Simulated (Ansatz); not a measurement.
`[OH][AlH][SiH2][SeH]` + H₂S → `[OH][AlH][SH]` + `[SiH3][SeH]`  (cleavage of the Al–Si bond)

Computed with Ansatz on PBE0-D4/def2-TZVP structures; ΔE is electronic, products minus reactants. CCSD(T)/CBS is the MP2 limit (def2-TZVPP, def2-QZVPP) plus CCSD(T) − MP2 in def2-TZVPP, frozen cores. This one scheme is used for every species. DFT in def2-TZVPP. HSE06 is defined as in plane-wave codes. For Se outer-core shells are correlated without core-valence functions, which leaves a few kJ/mol of doubt a bond. Scalar relativity is left out up to krypton. Each species was taken in one conformer, which may not be the lowest.

**Question.** Is it downhill or uphill in electronic energy at CCSD(T)/CBS, and by how much? (Best estimate.)

**Answer.** Ansatz gave: Downhill: ΔE = -25.5 kcal/mol.

**Question.** What do these levels give: LDA (SPW92), ωB97M-V, PBE-QIDH, PBE, revPBE, PBE0, HSE06, LC-ωPBE, RPA@PBE/def2-TZVPP, HF/def2-SVP, HF/def2-TZVPP, CCSD(T)/def2-TZVPP? (Estimate.)

**Answer.** Ansatz gave: LDA (SPW92) -22.0, ωB97M-V -26.4, PBE-QIDH -25.7, PBE -22.9, revPBE -23.4, PBE0 -24.1, HSE06 -24.1, LC-ωPBE -25.1, RPA@PBE/def2-TZVPP -24.5, HF/def2-SVP -28.4, HF/def2-TZVPP -29.4, CCSD(T)/def2-TZVPP -25.2 kcal/mol.

Largest T1 diagnostic among the species: 0.012.

In def2-TZVPP, CCSD(T) changes the Hartree–Fock value by +4.1 kcal/mol (the triples alone add +0.4 kcal/mol) and MP2 by +2.1 kcal/mol. From PBE to PBE0 (25 % exact exchange), in def2-TZVPP and without D4, ΔE moves by −1.2 kcal/mol.
